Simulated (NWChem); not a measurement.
Molecule: SiH₄SeO; SMILES [SeH]O[SiH3]

```xyz
7

Se     0.0576     1.0839     0.0346
H      0.2283     1.2112    -1.4294
O     -0.7673    -0.5298    -0.0047
Si     0.1871    -1.9165     0.0167
H      1.0402    -1.9884    -1.2089
H     -0.7726    -3.0556     0.0418
H      1.0650    -1.9495     1.2243
```
Atoms are numbered in this order, from 1.

Computed with NWChem. Pople sets run with spherical d functions. Coordinates come from a PBE0/def2-SVP optimisation.

Task: Taking B3LYP/6-311G** as the yardstick, which of these has the fewest basis functions while keeping “highest occupied level (eV)” within 0.2 eV of it: B3LYP/3-21G; B3LYP/STO-3G; B3LYP/6-31G*?

Result: B3LYP/6-31G*.
```tsv
level	basis functions	highest occupied level (eV)	relative time (rough)
B3LYP/STO-3G	36	-3.43	1
B3LYP/3-21G	52	-6.20	1
B3LYP/6-31G*	72	-6.47	4
B3LYP/6-311G**	112	-6.60	6
```

The yardstick is one finite set, not the basis-set limit.
